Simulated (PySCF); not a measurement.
Antimony: a sound run and one with changed settings

Sound run: Sb(2+) [Kr] 4d10 5s2 5p1, Sb(3+) [Kr] 4d10 5s2. Calculation: PySCF 2.14, in def2-SVP with the def2 core potential (28 electrons) (4s4p2d, 26 functions); a scalar-relativistic core potential. The sound run starts from symmetry-adapted Hartree-Fock orbitals and uses a fine grid where one is needed.

Changed run: basis STO-3G, all-electron and non-relativistic. This setting is unsound on purpose.

```
species  method  sound run (hartree)  changed run (hartree)  converged
 Sb(2+)     UHF           -238.36966            -6250.58887        yes
 Sb(2+)    PBE0           -239.27773            -6252.26322        yes
 Sb(2+)   B3LYP           -239.35270            -6252.53838        yes
 Sb(3+)     UHF           -237.48353            -6249.73394        yes
 Sb(3+)    PBE0           -238.36788            -6251.37632        yes
 Sb(3+)   B3LYP           -238.43977            -6251.65025        yes
```

Ionisation energy of Sb(2+):

```csv
method,sound run (eV),changed run (eV)
UHF,24.113,23.264
PBE0,24.758,24.134
B3LYP,24.842,24.167
```

A minimal basis cannot let orbitals breathe on ionisation and holds almost no correlation. The Hamiltonian changed with the basis, so the totals do not compare.

For comparison, NIST gives 25.323 eV between the lowest levels.
